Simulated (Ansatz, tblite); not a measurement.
Forces on In₄As₄⁻ at its PBE-D4/def2-SVP geometry. The state is a doublet with charge -1.

In the def2 sets In takes a core potential; there is no spin–orbit coupling. The xTB rows come from tblite. Another isomer (doublet) lies 0.87 eV lower at PBE0-D4/def2-SVP; other spin states weren't run for this one.

GFN2-xTB (tblite), largest force 0.84 eV/Å:

```xyz
8
positions Å, forces eV/Å
In   -1.434    1.185   -1.646   -0.154    0.006   -0.161
In    1.235   -0.672   -0.402   -0.105   -0.080    0.165
In   -0.670   -2.849    1.302   -0.012   -0.083   -0.018
In    0.833    2.574    0.472   -0.111   -0.365    0.019
As    1.103    1.130   -2.288    0.322   -0.068   -0.130
As    1.727   -3.110    0.144    0.059    0.223   -0.150
As   -2.139    1.718    0.834    0.294   -0.405    0.406
As   -0.655    0.023    1.583   -0.293    0.772   -0.131
```

PBE-D4/def2-SVP (Ansatz), largest force 0.04 eV/Å:

```
In 0.013 0.011 0.030
In -0.003 0.019 -0.005
In 0.010 0.003 -0.007
In -0.016 -0.027 -0.017
As -0.007 0.007 0.003
As -0.009 -0.007 0.013
As 0.011 -0.001 -0.024
As 0.002 -0.006 0.006
```
